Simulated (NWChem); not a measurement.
Species: C4HCoO4; SMILES [C-](->[CoH](<-[C-]#[O+])(<-[C-]#[O+])<-[C-]#[O+])#[O+]

```xyz
10

Co     0.0000     0.0005     0.1545
O     -0.7810    -2.7760     0.7070
C     -0.4783    -1.6997     0.4459
O      2.7968     0.7148     0.6949
C      1.7125     0.4378     0.4385
O     -0.0002    -0.0096    -2.7860
C     -0.0002    -0.0056    -1.6401
O     -2.0158     2.0679     0.6906
C     -1.2343     1.2663     0.4359
H      0.0002     0.0056     1.6434
```
Atoms are numbered in this order, from 1.

Program: NWChem. Pople sets run with spherical d functions. All runs use the structure optimised with B3LYP/6-31G* (spherical d). No frequency run checked for a minimum. Vzz is the largest principal value of the second derivative of the potential at the nucleus (NWChem prints the opposite sign); η is the asymmetry. Non-relativistic.

```csv
level,Vzz Co1 (a.u.),η Co1,Vzz O8 (a.u.),η O8,Vzz O6 (a.u.),η O6
CAM-B3LYP/6-31G*,1.380,0.00,0.139,0.50,-0.112,0.00
CAM-B3LYP/def2-SVP,1.409,0.00,-0.163,0.95,-0.171,0.00
PBE0/6-31G*,1.292,0.00,0.125,0.32,-0.087,0.00
```
